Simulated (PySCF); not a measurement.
Computed properties of H₂Se₂Zn, SMILES [SeH][Zn][SeH]

Zn(SeH)2 (H₂Se₂Zn), SMILES [SeH][Zn][SeH]. Geometry optimised at B3LYP-D3(BJ)/def2-SVP. The structure was generated by enumeration; whether it is a known compound was not checked. The values are those of a single conformer. All values are computed for the isolated molecule unless a solvent is named; none is compared with measurement here.

**Structure.** All 9 harmonic modes at B3LYP-D3(BJ)/def2-SVP (PySCF) are real, so it is a minimum. With heavy atoms numbered as in [Zn:1]([SeH:2])[SeH:4], the shortest bond between them is Zn1–Se4 at 2.307 Å and the longest Zn1–Se2 at 2.307 Å.

**Vibrations.** The strongest infrared lines (harmonic, unscaled, degenerate partners summed) lie at 355 cm⁻¹ (38 km/mol, Zn 71 %, Se 29 %), 2394 cm⁻¹ (16 km/mol, H 99 %), 2394 cm⁻¹ (15 km/mol, H 99 %). The softest mode is at 70 cm⁻¹ and the zero-point energy is 9.6 kcal/mol.

**Electronic structure.** HF/def2-TZVPD (PySCF) places the frontier levels at -9.64 and 1.09 eV, a gap of 10.73 eV, and gives a dipole moment of 0.66 D and a mean polarisability of 82.7 bohr³. PBE/def2-TZVPD (PySCF) at the same geometry gives -6.08 and -2.11 eV, so its gap is 6.76 eV narrower. An orbital gap is neither the optical nor the fundamental gap.

**Excitations.** TDDFT-M06-2X/def2-SVPD (PySCF) has S1 at 4.75 eV (261 nm, f = 0.032, weak); the most intense of the 10 singlets computed lies at 6.19 eV (f = 0.04). T1 (TDA) is at 4.48 eV. TDDFT-PBE/def2-SVPD (PySCF) puts S1 at 4.08 eV. No vertical singlet excitation falls in the visible range (under 3.1 eV).

**NMR.** GIAO shifts at PBE0/pcSseg-1 (PySCF) (non-relativistic, atoms alike by connectivity averaged): ¹H at 0.3 ppm against TMS.
